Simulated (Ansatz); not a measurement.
Ansatz (an electronic-structure program) input (B3LYP/STO-3G):

Ansatz 0.2 input:
```yaml
crystal:
  periodic: [false, false, false]
  atoms:
    - {symbol: C, position_ang: [0.00751336, 1.37087273, 0.17539980]}
    - {symbol: C, position_ang: [-1.14438497, 0.35348504, 0.23860383]}
    - {symbol: S, position_ang: [-0.00513306, -1.04373398, -0.26528146]}
    - {symbol: C, position_ang: [1.14640594, 0.33962309, 0.24881721]}
    - {symbol: H, position_ang: [0.00839729, 2.10697436, 0.97620320]}
    - {symbol: H, position_ang: [0.01493500, 1.89327114, -0.78020484]}
    - {symbol: H, position_ang: [-1.99362645, 0.46471405, -0.42827414]}
    - {symbol: H, position_ang: [-1.47835350, 0.10685418, 1.24474232]}
    - {symbol: H, position_ang: [2.00284367, 0.44053075, -0.41045608]}
    - {symbol: H, position_ang: [1.46838097, 0.08902300, 1.25788018]}
    - {symbol: H, position_ang: [0.00234600, -0.78550894, -1.59231227]}
basis:
  gaussian:
    orbitals: STO-3G
hamiltonian:
  xc: {name: B3LYP}
total_charge: 1
output: {forces: true}
```

Output:

```
Functional definition: B3LYP
integrals: 0.01 GiB planned
407 factors; integrals over basis functions are off by at most 4.6e-5 eV
mean field: 0.10 GiB planned
mean field evaluation 1: about -13895.0300 eV, gradient 2.0e1 eV
mean field evaluation 2: about -13894.7928 eV, gradient 2.2e1 eV
mean field evaluation 4: about -13896.5130 eV, gradient 5.6e-1 eV
mean field evaluation 8: about -13896.4721 eV, gradient 6.2e-3 eV
mean field -13896.47209894 eV, -510.6859302689 hartree, gradient 3.0e-5 eV, S^2 0.000000; 0 other end points of the search recorded, 0 dependent functions left out
the calculation of the forces begins
reference -13896.47229112 eV, -510.6859373315 hartree; 20, 20 occupied and 11, 11 virtual orbitals, 407 factors
Total energy: -13896.47229112 eV, -510.6859373315 hartree
Atom 0 at     0.007513     1.370873     0.175400 Å, force     0.005081     0.859537     0.027046 eV/Å
Atom 1 at    -1.144385     0.353485     0.238604 Å, force    -0.262152    -0.386443     0.007101 eV/Å
Atom 2 at    -0.005133    -1.043734    -0.265281 Å, force    -0.011034    -1.392196     0.585291 eV/Å
Atom 3 at     1.146406     0.339623     0.248817 Å, force     0.257382    -0.389587     0.009417 eV/Å
Atom 4 at     0.008397     2.106974     0.976203 Å, force     0.000349     0.421130     0.493395 eV/Å
Atom 5 at     0.014935     1.893271    -0.780205 Å, force     0.004353     0.339749    -0.515154 eV/Å
Atom 6 at    -1.993626     0.464714    -0.428274 Å, force    -0.598791     0.173171    -0.527328 eV/Å
Atom 7 at    -1.478354     0.106854     1.244742 Å, force    -0.257321    -0.024347     0.667459 eV/Å
Atom 8 at     2.002844     0.440531    -0.410456 Å, force     0.605521     0.165883    -0.521959 eV/Å
Atom 9 at     1.468381     0.089023     1.257880 Å, force     0.251046    -0.027423     0.669726 eV/Å
Atom 10 at     0.002346    -0.785509    -1.592312 Å, force     0.005567     0.260526    -0.894994 eV/Å
Dipole moment:     0.000365    -0.113068    -0.235227 e Å
```

The dipole moment of an ion depends on the origin.

The geometry given is a B3LYP-D3(BJ)/def2-TZVP minimum.
